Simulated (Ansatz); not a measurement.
Basis sets compared for Zn2OF2 (the lowest singlet isomer of a short search). The state is a singlet with charge 0. Geometry PBE0-D4/def2-SVP. Ansatz on 4 threads of Arm Neoverse V2 on a shared host; times are rough, and most runs start from earlier orbitals.

```csv
atom,x (Å),y (Å),z (Å)
Zn1,-1.2881,-0.1644,0.9327
Zn2,1.3800,0.2731,-0.7597
O3,0.3376,0.3994,0.6354
F4,2.4699,0.1862,-2.1071
F5,-2.8993,-0.6943,1.2987
```

The 6-31G sets use Cartesian d functions. The structure comes from a short search, and lower isomers may exist.

Binding counts from free atoms (Zn singlet, O triplet, F doublet) in the same basis, without a counterpoise term.

| level | functions | energy (Eh) | HOMO (eV) | LUMO (eV) | binding per atom (eV) | wall time |
| --- | --- | --- | --- | --- | --- | --- |
| HF/STO-3G | 51 | -3784.5253 | -4.03 | 6.34 | 2.14 | 0.25 s |
| HF/6-31G | 85 | -3828.7821 | -12.43 | 0.76 | 1.71 | 0.45 s |
| PBE-D4/def2-SVP | 104 | -3832.2396 | -6.44 | -2.57 | 2.92 | 0.85 s |
| PBE-D4/def2-TZVP (with forces) | 189 | -3833.1344 | -7.27 | -3.11 | 2.87 | 2 s |
| r2SCAN-D4/def2-TZVP | 189 | -3833.7854 | -7.57 | -2.83 | 2.85 | 3.9 s |
| PBE0-D4/def2-SVP | 104 | -3832.2856 | -8.17 | -1.72 | 2.73 | 1.2 s |
| PBE0-D4/def2-TZVP | 189 | -3833.1573 | -8.84 | -2.15 | 2.71 | 3.2 s |

Q: Estimate the rows for PBE-D4/def2-TZVPD, r2SCAN-D4/def2-TZVPD, PBE0-D4/def2-TZVPD.

A: 
| level | functions | energy (Eh) | HOMO (eV) | LUMO (eV) | binding per atom (eV) | wall time |
| --- | --- | --- | --- | --- | --- | --- |
| PBE-D4/def2-TZVPD | 222 | -3833.1397 | -7.31 | -3.15 | 2.87 | 2.6 s |
| r2SCAN-D4/def2-TZVPD | 222 | -3833.7900 | -7.58 | -2.84 | 2.86 | 5 s |
| PBE0-D4/def2-TZVPD | 222 | -3833.1621 | -8.86 | -2.20 | 2.72 | 4.1 s |
